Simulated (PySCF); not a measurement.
Spin states of ICl

Unrestricted PBE0; PySCF, scalar-relativistic core potentials, basis sets I def2-TZVPP with ECP28, Cl def2-TZVPP. Outer shells of the fragments: I 4d10 5s2 5p5; Cl 3s2 3p5.

Followed along the bond (rough minima from three points):

```tsv
2Ms+1	unpaired	⟨S²⟩ at the start	R at minimum (Å)	Te (eV)
1	none	0.00	2.32	0.00
3	σ ↑, π ↑	2.01	none in the scan	≤ 1.71
```

Solutions found at the starting distance of 2.280 Å, counted from the lowest of them; the search is not exhaustive and high or unbound solutions are not listed, so other states can lie among these:

```tsv
2Ms+1	unpaired	term	E (eV)	⟨S²⟩	⟨Lz²⟩	μ (D)
1	none	¹Σ⁺	0.00	0.00	0.00	-1.06
3	σ ↑, π ↑	³Π	2.26	2.01	1.01	-1.23
1	σ ↑, π ↓	mixed	2.51	1.01	1.01	-1.13
3	π ↑↑	³Σ⁻	5.41	2.01	0.00	-0.96
1	π ↑↓	mixed	5.65	1.01	2.02	-0.86
3	σ ↑↑	³Σ⁺	5.81	2.01	0.00	0.77
```

A term symbol is given only where ⟨S²⟩ and ⟨Lz²⟩ are close to those of a pure state; real π, δ and φ orbitals otherwise mix terms. A positive dipole means I(−)Cl(+).

Spin–orbit coupling is left out. Counting both spins, an empty level lies below a filled one in some of these solutions, because spin and occupation are held.
